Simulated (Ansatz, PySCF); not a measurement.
C₄H₃ClSi, SMILES C([SiH](Cl)C#C)#C. Atoms are numbered in the order given.

```xyz
9

Si     0.5580     0.0144     0.0000
Cl    -0.2855     1.9100     0.0000
C      0.0110    -0.8828    -1.4926
C     -0.3402    -1.4825    -2.4913
C      0.0110    -0.8828     1.4926
C     -0.3402    -1.4825     2.4913
H      2.0302     0.1658     0.0000
H     -0.6531    -2.0120    -3.3732
H     -0.6531    -2.0120     3.3732
```

Geometry optimised at B3LYP-D3(BJ)/def2-SVP.

Two levels are set side by side: PBE-D3(BJ)/def2-SVP (Ansatz, an electronic-structure program) and B3LYP-D3(BJ)/def2-SVP (Ansatz). Each level has its own optimised geometry; the coordinates shown are those of the second. Frequencies come from the Hessian of PySCF at each geometry. Differences are taken from unrounded values.

```json
[
 {"quantity": "mean bond length (Å)", "B3LYP-D3(BJ)": "1.474", "PBE-D3(BJ)": "1.482", "PBE-D3(BJ) minus B3LYP-D3(BJ)": "0.008"},
 {"quantity": "bond Si1–Cl2 (Å)", "B3LYP-D3(BJ)": "2.075", "PBE-D3(BJ)": "2.079", "PBE-D3(BJ) minus B3LYP-D3(BJ)": "0.004"},
 {"quantity": "bond Si1–C3 (Å)", "B3LYP-D3(BJ)": "1.825", "PBE-D3(BJ)": "1.830", "PBE-D3(BJ) minus B3LYP-D3(BJ)": "0.004"},
 {"quantity": "bond Si1–C5 (Å)", "B3LYP-D3(BJ)": "1.825", "PBE-D3(BJ)": "1.830", "PBE-D3(BJ) minus B3LYP-D3(BJ)": "0.004"},
 {"quantity": "bond C3–C4 (Å)", "B3LYP-D3(BJ)": "1.217", "PBE-D3(BJ)": "1.228", "PBE-D3(BJ) minus B3LYP-D3(BJ)": "0.012"},
 {"quantity": "bond C5–C6 (Å)", "B3LYP-D3(BJ)": "1.217", "PBE-D3(BJ)": "1.228", "PBE-D3(BJ) minus B3LYP-D3(BJ)": "0.012"},
 {"quantity": "bond Si1–H7 (Å)", "B3LYP-D3(BJ)": "1.480", "PBE-D3(BJ)": "1.495", "PBE-D3(BJ) minus B3LYP-D3(BJ)": "0.015"},
 {"quantity": "bond C4–H8 (Å)", "B3LYP-D3(BJ)": "1.075", "PBE-D3(BJ)": "1.083", "PBE-D3(BJ) minus B3LYP-D3(BJ)": "0.008"},
 {"quantity": "bond C6–H9 (Å)", "B3LYP-D3(BJ)": "1.075", "PBE-D3(BJ)": "1.083", "PBE-D3(BJ) minus B3LYP-D3(BJ)": "0.008"},
 {"quantity": "highest harmonic wavenumber (cm⁻¹)", "B3LYP-D3(BJ)": "3455", "PBE-D3(BJ)": "3390", "PBE-D3(BJ) minus B3LYP-D3(BJ)": "-66"},
 {"quantity": "mean harmonic wavenumber (cm⁻¹)", "B3LYP-D3(BJ)": "1032", "PBE-D3(BJ)": "999", "PBE-D3(BJ) minus B3LYP-D3(BJ)": "-33"},
 {"quantity": "zero-point energy (kcal/mol)", "B3LYP-D3(BJ)": "30.98", "PBE-D3(BJ)": "29.98", "PBE-D3(BJ) minus B3LYP-D3(BJ)": "-1.00"}
]
```

Exact exchange shortens and stiffens bonds; PBE has none. Differences between two approximate levels are no errors against the true value.
